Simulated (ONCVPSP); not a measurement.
An all-electron radial function and its pseudo partner (Ti (Z = 22))

Columns: radius, all-electron u(r) and pseudo u(r) of the 3s shell (level -62.27 eV) of titanium in the configuration [Ne] 3s2 3p6 3d2 4s2; LDA (Perdew-Wang 92), scalar-relativistic, ONCV scheme, ONCVPSP 4.0.1.

```csv
r (bohr),all-electron,pseudo
0.075,0.1300,0.0967
0.150,-0.4062,0.1965
0.225,-0.5833,0.3015
0.300,-0.4324,0.4121
0.375,-0.1209,0.5268
0.450,0.2253,0.6420
0.525,0.5353,0.7526
0.600,0.7796,0.8527
0.675,0.9505,0.9363
0.750,1.0544,0.9988
0.825,1.1021,1.0368
0.900,1.1060,1.0492
0.975,1.0778,1.0367
1.050,1.0273,1.0022
1.125,0.9627,0.9499
1.200,0.8900,0.8849
1.275,0.8141,0.8126
1.350,0.7381,0.7378
1.425,0.6643,0.6643
1.500,0.5943,0.5943
1.575,0.5290,0.5289
1.650,0.4688,0.4687
1.725,0.4139,0.4138
1.800,0.3642,0.3642
1.875,0.3196,0.3196
1.950,0.2798,0.2798
```

**Question.** How many radial nodes do the two functions have?

**Answer.** The all-electron 3s function has n − l − 1 = 2; the pseudo-wave has 0, since the states of the same l below it are removed with the core.

**Question.** At about which radius was the pseudo-wave matched?

**Answer.** 1.45 bohr. The columns agree to 0.0005 from 1.35 bohr on; several derivatives are matched, so the curves merge somewhat inside the radius.

**Question.** Where does each function peak?

**Answer.** Outermost all-electron maximum near 0.90 bohr, pseudo maximum near 0.90 bohr (to the table’s step).

**Question.** Is the pseudo-wave norm-conserving?

**Answer.** Yes: the ONCV scheme keeps the norm inside the radius equal to the all-electron one, which fixes the energy derivative of the logarithmic derivative at the level.
